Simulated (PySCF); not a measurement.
This PySCF input asks for the NMR shieldings of `CCCCOP1(=O)OCCO1`, C6H13O4P; the geometry comes from PBE0-D3(BJ)/def2-SVP.

```python
import basis_set_exchange as bse
import numpy as np
from pyscf import gto, dft
from pyscf.prop import nmr

atoms = """
C    -3.310869   -0.867469    0.181139
C    -2.488507    0.376151    0.477340
C    -0.988924    0.130868    0.389930
C    -0.175468    1.366505    0.708943
O     1.226137    1.082707    0.748116
P     2.037477    0.923318   -0.622933
O     1.390675    1.533430   -1.793229
O     3.520538    1.395012   -0.176386
C     4.453321    0.327539   -0.242698
C     3.620073   -0.946155   -0.104741
O     2.398478   -0.657043   -0.761903
H    -3.112004   -1.662168    0.917792
H    -4.390110   -0.654180    0.204036
H    -3.071639   -1.274292   -0.814159
H    -2.739488    0.755471    1.483973
H    -2.766985    1.180932   -0.225463
H    -0.691186   -0.677517    1.079645
H    -0.729831   -0.209363   -0.627994
H    -0.361275    2.157945   -0.034800
H    -0.421892    1.759226    1.706608
H     4.982254    0.361921   -1.210038
H     5.184480    0.443673    0.568957
H     3.426978   -1.186251    0.955211
H     4.087639   -1.814262   -0.589287
"""
names = dict.fromkeys(["C", "O", "P", "H"], "pcSseg-1")
basis = {el: gto.basis.parse(bse.get_basis(n, elements=[el], fmt="nwchem")) for el, n in names.items()}
mol = gto.M(atom=atoms, basis=basis, charge=0, verbose=0)
mf = dft.RKS(mol, xc="HYB_GGA_XC_WB97X_D")
mf.grids.level = 2
mf.grids.alignment = dft.numint.BLKSIZE   # the property module wants whole blocks of grid points
mf.conv_tol = 1e-9
mf.kernel()

calc = nmr.RKS(mf)   # GIAO
C = mf.mo_coeff
Co = C[:, mf.mo_occ > 0]
resp = mf.gen_response(singlet=True, hermi=2)
def vind(x):   # induced exchange potential for any number of trial vectors
    d = np.einsum("pi,xij,qj->xpq", C, 2 * x.reshape(-1, C.shape[1], Co.shape[1]), Co, optimize=True)
    return np.einsum("xpq,pi,qj->xij", resp(d - d.transpose(0, 2, 1)), C, Co, optimize=True).ravel()
mo1, _ = nmr.rhf.solve_mo1(calc, with_cphf=vind)
sigma = calc.kernel(mo1)
for i, s in enumerate(sigma):   # ppm
    print("%2d %-2s %9.2f" % (i, mol.atom_pure_symbol(i), np.trace(s) / 3))
```

Problem. Give the expected output.

Solution. 
```
 0 C     168.36
 1 C     164.14
 2 C     148.72
 3 C     114.82
 4 O     220.66
 5 P     293.42
 6 O     193.70
 7 O     246.74
 8 C     117.66
 9 C     118.39
10 O     236.08
11 H      30.43
12 H      30.18
13 H      30.41
14 H      30.48
15 H      30.33
16 H      30.01
17 H      29.73
18 H      27.15
19 H      27.79
20 H      27.31
21 H      27.52
22 H      27.37
23 H      27.46
```

These numbers come from an equivalent density-fitted implementation of the same equations, which agrees with the script to about 0.01 ppm for H and up to a few tenths of a ppm for heavy atoms, so last digits may differ.

Problem. Turn these shieldings into chemical shifts. Referencing at the same level of theory: 13C (σ = 184.54 ppm), 1H (σ = 31.38 ppm) vs TMS; 17O (σ = 333.19 ppm) vs H2O; 31P (σ = 307.18 ppm) against H3PO4.

Solution. Averaging equivalent atoms: C 3: 69.7; C 8/9: 66.5; C 2: 35.8; C 1: 20.4; C 0: 16.2; O 6: 139.5; O 4: 112.5; O 7/10: 91.8; P 5: 13.8; H 20/23: 3.99; H 21/22: 3.93; H 18/19: 3.91; H 16/17: 1.51; H 11/12/13: 1.04; H 14/15: 0.97 ppm. Experimental scales use liquid or dissolved standards, which lie at an offset from isolated H2O (liquid H2O: subtract about 36 ppm) and H3PO4.

Size and cost of the density-fitted run: 259 basis functions, 86 s wall time on 1 thread of an Arm Neoverse V2, shared host; peak memory 1.5 GiB.
